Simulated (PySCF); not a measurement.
Vertical excitations of a molecule C₃H₆O from PySCF 2.14.0 with TDDFT-PBE/def2-SVPD, as energy in eV (oscillator strength): 5.54 (0.021), 6.15 (0.009), 6.26 (0.327), 6.61 (0.003), 6.85 (0.009), 7.44 (0.016), 7.46 (0.005), 7.62 (0.002), 8.01 (0.000), 8.21 (0.028). Lowest triplet (TDA): 4.11 eV. Coordinates come from a B3LYP-D3(BJ)/def2-SVP optimisation. Other conformers were not sampled.

Task: Pick the molecule that these values belong to.
A) OC1CC1
B) C=COC
C) CC(C)=O
D) C1COC1

Result: B, C=COC
